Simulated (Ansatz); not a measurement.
C$_{2}$H$_{7}$MoNOS$_{2}$ (`C[N](C)[Mo]([OH])(=[S])=[S]`). The species carries charge 0 and has multiplicity 1. Correlated methods include outer-core shells of Mo, which these sets cover unevenly. Mo takes the def2 core potential.

```xyz
14

C    -1.506   -0.224    0.481
N    -0.271    0.197   -0.155
C    -0.503    0.758   -1.473
Mo    1.429   -0.005    0.681
O     2.052   -1.747    0.348
S     1.204    0.310    2.754
S     2.756    1.401   -0.158
H    -2.003   -0.987   -0.130
H    -1.317   -0.638    1.469
H    -2.186    0.630    0.585
H    -1.182    1.617   -1.401
H     0.429    1.084   -1.926
H    -0.970    0.009   -2.124
H     2.069   -2.403    1.049
```

(1) Give the diagnostics of a CCSD(T)/def2-TZVPP run (frozen core, Ansatz 0.2.0). (Estimate.)

## Answers

(1) Computed: T1 = 0.0230, largest single amplitude 0.073, largest double 0.061, (T) share of the correlation energy 6.0 %, 15 CCSD cycles. The RHF solution is unstable towards an unrestricted one. T1 lies over the customary mark of 0.02 for closed shells; compounds of d metals often pass it without a breakdown.
